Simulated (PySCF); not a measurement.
Electronic structure of C (carbon, neutral) at the M06-2X level

Configuration: [He] 2s2 2p2, high-spin 3P determinant. All numbers are calculated (PySCF 2.14, no relativity, point nucleus, in aug-cc-pwCVDZ).

| Property | Result |
| --- | --- |
| Total energy | -37.8388 hartree |
| One-electron energy | -50.4462 hartree |
| Hartree (Coulomb) energy | 17.8200 hartree |
| Exchange-correlation energy | -5.2126 hartree |
| Kinetic energy | 37.61468 hartree |
| ⟨S²⟩ | 2.0036 |
| ⟨L²⟩ | 2.003 |
| Sum of ⟨r⟩ | 7.168 bohr |
| Sum of ⟨r²⟩ | 14.01 bohr² |
| Traceless quadrupole moment −½Σ⟨3z² − r²⟩ along its main axis | 1.50 e·bohr² |
| Density at the nucleus (Gaussians lack the cusp) | 122 bohr⁻³ |
| Spin density at the nucleus | 0.175 bohr⁻³ |
| Langevin diamagnetic susceptibility | -11.1 ×10⁻⁶ cm³/mol |

```
shell  electrons  mean orbital energy (eV)  rms radius, mean of both spins (bohr)
 1s α          1                   -290.38                                  0.313
 1s β          1                   -289.85                                  0.313
 2s α          1                   -18.248                                   1.76
 2s β          1                   -14.738                                   1.76
 2p α          2                    -8.771                                   1.95
```
